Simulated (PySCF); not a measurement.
C4H3Br, SMILES C#C/C=C\Br. Atoms are numbered in the order given.

```xyz
8

C     -1.0052     2.7888     0.0000
C     -0.0172     2.0829     0.0000
C      1.1585     1.2874     0.0000
C      1.2126    -0.0563     0.0000
Br    -0.2996    -1.1782     0.0000
H     -1.8855     3.4034     0.0000
H      2.1195     1.8161     0.0000
H      2.1593    -0.5981     0.0000
```
Charge 0, spin multiplicity 1.

Geometry: B3LYP-D3(BJ)/def2-SVP.

Method: PBE/def2-TZVP (PySCF).

Symmetry labels are those of the subgroup Cs that the program uses (full group Cs).

Computed valence orbital energies around the gap with their symmetry:
| orbital | symmetry | energy (eV) |
|---|---|---|
| HOMO−7 | A' | -12.32 |
| HOMO−6 | A' | -11.65 |
| HOMO−5 | A' | -9.64 |
| HOMO−4 | A" | -9.07 |
| HOMO−3 | A" | -7.61 |
| HOMO−2 | A' | -7.18 |
| HOMO−1 | A' | -6.91 |
| HOMO | A" | -6.02 |
| LUMO | A" | -2.25 |
| LUMO+1 | A' | -0.93 |
| LUMO+2 | A' | -0.35 |
| LUMO+3 | A' | 1.16 |
